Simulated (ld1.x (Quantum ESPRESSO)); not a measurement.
**Pt (Z = 78): variants of one ultrasoft potential**

Base potential:

- Element: platinum
- Generator: ld1.x (Quantum ESPRESSO) 7.5
- Type: ultrasoft
- Functional: LDA (PZ)
- Relativity: scalar-relativistic
- Frozen core: [Xe] 4f14
- Valence charge: 10
- Reference configuration: 5d9 6s0 6p0 (charge +1)
- Partial waves: 6s (bound, empty): rcut 1.70, rcutus 1.85 bohr; 6s channel at 0.05 Ry: rcut 1.70, rcutus 1.85 bohr; 6p (bound, empty): rcut 1.70, rcutus 2.25 bohr; 6p channel at 0.15 Ry: rcut 1.70, rcutus 2.25 bohr; 5d (bound): rcut 1.55, rcutus 1.75 bohr; 5d channel at 0.65 Ry: rcut 1.55, rcutus 1.75 bohr
- Local potential: all-electron potential smoothed inside 2.25 bohr (lloc = -2)
- Core correction: none
- Augmentation charge: PSQ, inside the norm-conserving radii

All-electron outer shells of the reference configuration (LDA (PZ), scalar-relativistic, ld1.x):

```
shell  level (eV)  outermost node (bohr)  outermost maximum (bohr)
   5p      -64.62                   0.53                      0.98
   5d      -14.59                   0.57                      1.26
   6s      -13.26                   1.14                      2.30
   6p       -6.84                   1.35                      3.02
```

Cutoffs, loose and tight: the cutoffs (Ry, on a coarse ladder) from which the occupation-weighted sum of valence levels, in a spherical-Bessel basis at the reference potential, stays within 10 and 1 mRy of its value at 400 Ry. They do not see the model core or the augmentation charge, which bear on the density cutoff. Test errors are all-electron minus pseudo excitation energies from the reference, over the configurations 5d9 6s1 6p0; 5d8 6s0 6p0; 5d7 6s0 6p0; 5d9 6s0.5 6p0; 5d6 6s0 6p0; 5d9.5 6s0.5 6p0; 5d9 6s0 6p1 (two spin-polarised tests are not counted in the largest error). A dash means not determined; rows that change the core or the reference have their own tests. The largest error is taken over the tests solved by every variant that gives reliable tests at all: 5d6 6s0 6p0; 5d7 6s0 6p0; 5d8 6s0 6p0.

A true bound ghost makes a file unfit for plane-wave use even where its test errors are small: the radial tests pick states by their node count and pass the ghost by. Where a test does run into it, the solver fails or the error is huge.

Cutoffs are not given where the Bessel-basis levels miss the radial ones by over 6 mRy, ghosts where they miss by over 20 mRy; a channel whose overlap is not positive is not tested.

A file whose overlap is not positive is unfit for use, and its test errors describe a broken file.

| change | outcome | cutoff, loose | cutoff, tight | bound ghosts | largest test error (meV) |
| --- | --- | --- | --- | --- | --- |
| base | generated, overlap not positive | – | – | p (s not tested, overlap not positive) | -298 |
| local potential all-electron potential smoothed inside 1.70 bohr (lloc = -2) | generated, overlap not positive | – | – | p (s not tested, overlap not positive) | -298 |
| waves 6p (bound): rcut 1.40, rcutus 1.48 bohr; 6p channel at 0.15 Ry: rcut 1.40, rcutus 1.48 bohr | generated, overlap not positive | – | – | p (s not tested, overlap not positive) | -298 |
| waves 5d (bound): rcut 1.10, rcutus 1.16 bohr; 5d channel at 0.65 Ry: rcut 1.10, rcutus 1.16 bohr | generated, overlap not positive | – | – | p (s not tested, overlap not positive) | -317 |
| wave 6s channel at 0.05 Ry: rcut 1.70, rcutus 1.85 bohr becomes 6s channel at -0.79 Ry: rcut 1.70, rcutus 1.85 bohr | generated, overlap not positive | – | – | p (s not tested, overlap not positive) | -298 |
| fully relativistic | generated, overlap not positive | – | – | p3/2 (s not tested, overlap not positive) | test run stopped at test 1 of 7 (negative rho) |
| waves 6s (bound): rcut 1.70, rcutus 2.42 bohr; 6s channel at 0.05 Ry: rcut 1.70, rcutus 2.42 bohr | generated | 35 Ry | 55 Ry | p | -298 |
| local potential all-electron potential smoothed inside 1.75 bohr (lloc = -2) | generated, overlap not positive | – | – | p (s not tested, overlap not positive) | -297 |
| type TM semilocal; waves now 6p (bound): rc 2.25 bohr; 5d (bound): rc 1.75 bohr; 6s (bound): rc 1.85 bohr; local potential the s channel | generated | 40 Ry | 50 Ry | none | -213 |
